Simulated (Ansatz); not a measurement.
`C[BH][AlH][OH]` + `[SiH3]S` → `CBS[SiH3]` + `[OH][AlH2]` at 700 K and 1 bar (cleavage of the B–Al bond).

Program: Ansatz. Geometries: PBE0-D4/def2-TZVP. ΔE: electronic, gas phase. CBS: MP2 limit from def2 TZ/QZ plus the TZ coupled-cluster correction, frozen cores. This one scheme is used for every species. Each species was taken in one conformer, which may not be the lowest.

```json
{"species": "`C[BH][AlH][OH]`", "CCSD(T)/CBS energy (Eh)": "-383.66926", "H − E (kJ/mol)": "256.4", "S (J/(mol·K))": "456.9"}
{"species": "`[SiH3]S`", "CCSD(T)/CBS energy (Eh)": "-689.27336", "H − E (kJ/mol)": "135.5", "S (J/(mol·K))": "340.5"}
{"species": "`CBS[SiH3]`", "CCSD(T)/CBS energy (Eh)": "-753.96029", "H − E (kJ/mol)": "279.7", "S (J/(mol·K))": "467.1"}
{"species": "`[OH][AlH2]`", "CCSD(T)/CBS energy (Eh)": "-319.03157", "H − E (kJ/mol)": "111.2", "S (J/(mol·K))": "312.7"}
```

H − E and S are ideal-gas, rigid-rotor, harmonic terms from PBE0-D4/def2-TZVP, for one conformer and one mirror image of each species. 1 Eh = 2625.50 kJ/mol, R = 8.31446 J/(mol·K).

**Question.** By hand: ΔE, ΔH, ΔS and ΔG.

**Answer.** ΔE = (-753.96029) + (-319.03157) − (-383.66926) − (-689.27336) = -0.04924 Eh = -129.3 kJ/mol. Δ(H − E) = 279.7 + 111.2 − 256.4 − 135.5 = -1.0, so ΔH = -130.3 kJ/mol. ΔS = 467.1 + 312.7 − 456.9 − 340.5 = -17.6 J/(mol·K). ΔG = -130.3 − 700 × (-17.6)/1000 = -118.0 kJ/mol.

**Question.** By hand: the equilibrium constant, and the temperature at which ΔG would vanish if ΔH and ΔS stayed fixed.

**Answer.** log₁₀ K = −ΔG/(RT ln 10) = 8.8. ΔG = 0 at ΔH/ΔS = 7403 K, far beyond where these terms or the molecules hold.

ΔH outweighs TΔS. A doubt of 5 kJ/mol in ΔE shifts log₁₀ K by 0.4 here. Other conformers and mirror images would add mixing entropy, several J/(mol·K) or more a flexible species. Modes under 60 cm⁻¹, often nearly free rotors, make the harmonic entropy too high. These are equilibria of isolated gas molecules and say nothing of rates. Largest T1 diagnostic: 0.013 (customary marks: 0.02 for closed shells, 0.045 for open ones).
